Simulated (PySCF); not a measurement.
# Ionisation energy of Kr⁺ by level of theory

Kr⁺ [Ar] 3d10 4s2 4p5 (2P) → Kr²⁺ [Ar] 3d10 4s2 4p4 (3P), as a difference of total energies. Calculation: PySCF 2.14, in aug-cc-pVDZ-DK (6s5p3d, 36 functions); scalar relativity by spin-free X2C-1e. Correlated levels: valence: [Ar] 3d10 frozen. The calculations carry no spin-orbit coupling.

| method | ionisation energy (eV) | difference from reference (eV) |
| --- | --- | --- |
| UHF | 23.276 | -1.084 |
| M06-L | 24.191 | -0.169 |
| PBE | 24.348 | -0.012 |
| MP2 (valence) | 23.887 | -0.473 |
| SCS-MP2 (valence) | 23.861 | -0.499 |
| CCSD (valence) | 23.860 | -0.500 |
| CCSD(T) (valence) | 23.871 | -0.489 |

Reference: 24.360 eV (measured; NIST Atomic Spectra Database, ionization energies).

The reference lies between the lowest fine-structure levels, while these numbers refer to the centres of the terms.

Errors of the correlated levels include the incompleteness of this basis and the frozen core.
